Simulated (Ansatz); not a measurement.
`Br[SiH2]C1=CN1` + `OCF` → `FCO[SiH2]Br` + `C1=CN1`  (ligand exchange at the Si–C bond)

Isolated molecules relaxed with PBE0-D4/def2-TZVP in Ansatz; ΔE leaves out vibrations. CCSD(T)/CBS is the MP2 limit (def2-TZVPP, def2-QZVPP) plus CCSD(T) − MP2 in def2-TZVPP, frozen cores. DFT in def2-TZVPP. B3LYP here is the variant with VWN-RPA as its local correlation; programs differ in this. For Br outer-core shells are correlated without core-valence functions, which leaves a few kJ/mol of doubt a bond. Scalar relativity is left out up to krypton. One conformer a species, not always the lowest.

```json
{"level": "r2SCAN-D4", "ΔE (kcal/mol)": "-13.2"}
{"level": "ωB97X-V", "ΔE (kcal/mol)": "-15.0"}
{"level": "ωB97M-V", "ΔE (kcal/mol)": "-15.0"}
{"level": "B2PLYP", "ΔE (kcal/mol)": "-14.3"}
{"level": "r2SCAN", "ΔE (kcal/mol)": "-13.3"}
{"level": "B3LYP", "ΔE (kcal/mol)": "-14.0"}
{"level": "CCSD/def2-TZVPP", "ΔE (kcal/mol)": "-15.2"}
{"level": "MP2/def2-QZVPP", "ΔE (kcal/mol)": "-14.0"}
```

**Question.** What does CCSD(T)/CBS give? (Best estimate.)

**Answer.** The calculation gave: -14.6 kcal/mol. The listed levels differ from it by 1.4, -0.4, -0.4, 0.3, 1.3, 0.6, -0.6, 0.6 kcal/mol.

Largest T1 diagnostic among the species: 0.011.

In def2-TZVPP, CCSD(T) changes the Hartree–Fock value by +3.0 kcal/mol (the triples alone add +0.7 kcal/mol) and MP2 by +3.5 kcal/mol. From PBE to PBE0 (25 % exact exchange), in def2-TZVPP and without D4, ΔE moves by −1.4 kcal/mol.
